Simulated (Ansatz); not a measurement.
Consider the cleavage of the Si–P bond: `F[SiH2]P[SiH3]` + `OCF` → `FCO[SiH2]F` + `[SiH3]P`.

Program: Ansatz. Geometries: PBE0-D4/def2-TZVP. ΔE: electronic, gas phase. CCSD(T)/CBS adds triple-zeta CCSD(T) − MP2 to the extrapolated MP2 energy (def2 sets, frozen cores). This one scheme is used for every species. Functionals use def2-TZVPP. One conformer a species, not always the lowest.

```tsv
level	ΔE (eV)
ωB97X-V	-0.81
B2PLYP	-0.87
PBE	-0.63
PBE0	-0.68
```

(1) What does CCSD(T)/CBS give? (An estimate is asked.)

Largest T1 diagnostic among the species: 0.013.

Answers

(1) The calculation gave: -0.80 eV. The listed levels differ from it by -0.01, -0.07, 0.17, 0.12 eV.

Leaving LDA and LC-ωPBE aside and taking each functional with its dispersion term where it has one, the values, not all of them listed here, spread over 0.31 eV, from CAM-B3LYP-D4 to revPBE-D4. LDA lies −0.04 eV from PBE without D4. From PBE to PBE0 (25 % exact exchange), in def2-TZVPP and without D4, ΔE moves by −0.05 eV.
